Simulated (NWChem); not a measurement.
Everything below was run with NWChem. System: CHO₂, charge 0, spin multiplicity 2, displaced from the optimised geometry. The structure started from a generated list of species. Its SCF solution wasn't tested for a lower state.

The NWChem input:

```
start mol
memory heap 200 mb stack 900 mb global 1100 mb
geometry units angstroms nocenter noautoz
  O     -0.964181     0.694379     0.000000
  C     -0.311616    -0.319540     0.000000
  O      1.014316    -0.502811     0.000000
  H      1.468613     0.384695     0.000000
  symmetry group Cs
end
basis spherical
  * library def2-tzvp
end
dft
  xc becke88 perdew86
  odft
  mult 2
  semidirect memsize 60000000 filesize 0
  iterations 100
  convergence nodiis damp 40
end
task dft gradient
```

The output up to the point where the run's verdict is printed (cleaned and shortened):

```
             Northwest Computational Chemistry Package (NWChem) 7.3.0
             --------------------------------------------------------

                                NWChem Input Module
                                -------------------

 Scaling coordinates for geometry "geometry" by  1.889725989
 (inverse scale =  0.529177249)

 Turning off AUTOSYM since
 SYMMETRY directive was detected!

                             Geometry "geometry" -> ""
                             -------------------------

 Output coordinates in angstroms (scale by  1.889725989 to convert to a.u.)

  No.       Tag          Charge          X              Y              Z
 ---- ---------------- ---------- -------------- -------------- --------------
    1 O                    8.0000    -0.96418100     0.69437900     0.00000000
    2 C                    6.0000    -0.31161600    -0.31954000     0.00000000
    3 O                    8.0000     1.01431600    -0.50281100     0.00000000
    4 H                    1.0000     1.46861300     0.38469500     0.00000000

 Effective nuclear repulsion energy (a.u.)      62.3181687154

            Nuclear Dipole moment (a.u.)
            ----------------------------
        X                 Y               Z
 ---------------- ---------------- ----------------
    -0.0000056692    -0.0000018897     0.0000000000

      Symmetry information
      --------------------

 Group name             Cs
 Group number              2
 Group order               2
 No. of unique centers     4

      Symmetry unique atoms

     1    2    3    4


 Summary of "ao basis" -> "" (spherical)
 ------------------------------------------------------------------------------
       Tag                 Description            Shells   Functions and Types
 ---------------- ------------------------------  ------  ---------------------
 *                         def2-tzvp                  on all atoms

  perdew86 is a nonlocal functional; adding perdew81 local functional.

                                 NWChem DFT Module
                                 -----------------

 Summary of "ao basis" -> "ao basis" (spherical)
[...]
 d= 0,ls=0.5         73   -142.5106572696 -5.14D+00  5.81D-02              21.4
                                                     5.53D-02
 d= 0,ls=0.5         74   -137.3693521984  5.14D+00  5.81D-02              21.7
                                                     5.53D-02
 d= 0,ls=0.5         75   -142.5106572696 -5.14D+00  5.81D-02              22.0
                                                     5.53D-02
 d= 0,ls=0.5         76   -137.3693521984  5.14D+00  5.81D-02              22.3
                                                     5.53D-02
 d= 0,ls=0.5         77   -142.5106572696 -5.14D+00  5.81D-02              22.5
                                                     5.53D-02
 d= 0,ls=0.5         78   -137.3693521984  5.14D+00  5.81D-02              22.8
                                                     5.53D-02
 d= 0,ls=0.5         79   -142.5106572696 -5.14D+00  5.81D-02              23.1
                                                     5.53D-02
 d= 0,ls=0.5         80   -137.3693521984  5.14D+00  5.81D-02              23.3
                                                     5.53D-02
 d= 0,ls=0.5         81   -142.5106572696 -5.14D+00  5.81D-02              23.6
                                                     5.53D-02
 d= 0,ls=0.5         82   -137.3693521984  5.14D+00  5.81D-02              23.9
                                                     5.53D-02
 d= 0,ls=0.5         83   -142.5106572696 -5.14D+00  5.81D-02              24.2
                                                     5.53D-02
 d= 0,ls=0.5         84   -137.3693521984  5.14D+00  5.81D-02              24.4
                                                     5.53D-02
 d= 0,ls=0.5         85   -142.5106572696 -5.14D+00  5.81D-02              24.7
                                                     5.53D-02
 d= 0,ls=0.5         86   -137.3693521984  5.14D+00  5.81D-02              25.0
                                                     5.53D-02
 d= 0,ls=0.5         87   -142.5106572696 -5.14D+00  5.81D-02              25.3
                                                     5.53D-02
 d= 0,ls=0.5         88   -137.3693521984  5.14D+00  5.81D-02              25.5
                                                     5.53D-02
 d= 0,ls=0.5         89   -142.5106572696 -5.14D+00  5.81D-02              25.8
                                                     5.53D-02
 d= 0,ls=0.5         90   -137.3693521984  5.14D+00  5.81D-02              26.1
                                                     5.53D-02
 d= 0,ls=0.5         91   -142.5106572696 -5.14D+00  5.81D-02              26.4
                                                     5.53D-02
 d= 0,ls=0.5         92   -137.3693521984  5.14D+00  5.81D-02              26.6
                                                     5.53D-02
 d= 0,ls=0.5         93   -142.5106572696 -5.14D+00  5.81D-02              26.9
                                                     5.53D-02
 d= 0,ls=0.5         94   -137.3693521984  5.14D+00  5.81D-02              27.2
                                                     5.53D-02
 d= 0,ls=0.5         95   -142.5106572696 -5.14D+00  5.81D-02              27.5
                                                     5.53D-02
 d= 0,ls=0.5         96   -137.3693521984  5.14D+00  5.81D-02              27.7
                                                     5.53D-02
 d= 0,ls=0.5         97   -142.5106572696 -5.14D+00  5.81D-02              28.0
                                                     5.53D-02
 d= 0,ls=0.5         98   -137.3693521984  5.14D+00  5.81D-02              28.3
                                                     5.53D-02
 d= 0,ls=0.5         99   -142.5106572696 -5.14D+00  5.81D-02              28.6
                                                     5.53D-02
 d= 0,ls=0.5        100   -137.3693521984  5.14D+00  5.81D-02              28.8
                                                     5.53D-02
```

Convergence was not reached. The next line reads: Calculation failed to converge. NWChem stopped with the message: dft gradient failed.
